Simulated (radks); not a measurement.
Results of a calculation; reference values are marked as such.
Q: Coherent X-ray form factor from a spherical all-electron density. Code: a radial shooting solver on a logarithmic mesh with Libxc functionals. Model: Dirac Kohn-Sham, LDA (Slater exchange, Perdew-Wang correlation), spin-unpolarised, spherical densities, finite nucleus; Fermi nuclear charge, rms radius of each element as measured or else 0.836 A^(1/3) + 0.57 fm.

sin(theta)/lambda (1/angstrom)  f0 (electrons)
0.05                                    38.838
0.1                                     38.361
0.15                                    37.592
0.2                                     36.566
0.25                                    35.330
0.3                                     33.935
0.4                                     30.882
0.5                                     27.796
0.6                                     24.956
0.8                                     20.461
1                                       17.347
1.25                                    14.439
1.5                                     11.969
2                                        8.184

The species is in the configuration that NIST lists as its ground one. Which atom or ion scatters so?

A: The iodine ion I14+, [Kr] 4d3. Extrapolating in s^2 from the first two rows gives f0(0) = 39.0, near the electron count 39; among species with that count, the fall with angle is slower the higher Z, and the table is that of Z = 53; from so few rows the species is fixed only to a neighbour or two.
